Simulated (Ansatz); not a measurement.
System: sum formula Si2NH3Cl4, charge 0, multiplicity 1. 
Geometry from a B3LYP-D3(BJ)/def2-TZVP (Ansatz, a first-principles code) optimisation:
```xyz
10

Cl     2.2985    -0.5977     1.9937
Si     1.4381     0.4799     0.4745
Cl     2.8539     0.6892    -0.9957
N      0.0522    -0.3204    -0.1267
Si    -1.5575     0.2524    -0.1849
Cl    -2.8071    -0.9760     0.8823
Cl    -2.2479     0.2868    -2.1167
H      1.0444     1.8008     0.9694
H      0.2041    -1.2525    -0.4953
H     -1.5993     1.6042     0.3770
```
Charge 0, spin multiplicity 1.

Basis-set convergence of Hartree-Fock and CCSD(T) correlation energies (hartree) with Ansatz. Valence correlation only, unless marked. No spin-orbit coupling. Non-relativistic.

```tsv
basis	functions	E(HF)	E(corr, CCSD(T))
cc-pV(D+d)Z	167	-2472.38000	-0.99470
cc-pV(T+d)Z	306	-2472.49917	-1.32368
cc-pV(Q+d)Z	529	-2472.52502	-1.43696
```

Extrapolating the two largest sets (X = 3 and 4) as X^-3: E(corr) = (64·(-1.43696) - 27·(-1.32368))/37 = -1.5196 Eh, an estimate of the basis-set limit. The largest set recovers 94.6 % of it, the smallest 65.5 %.
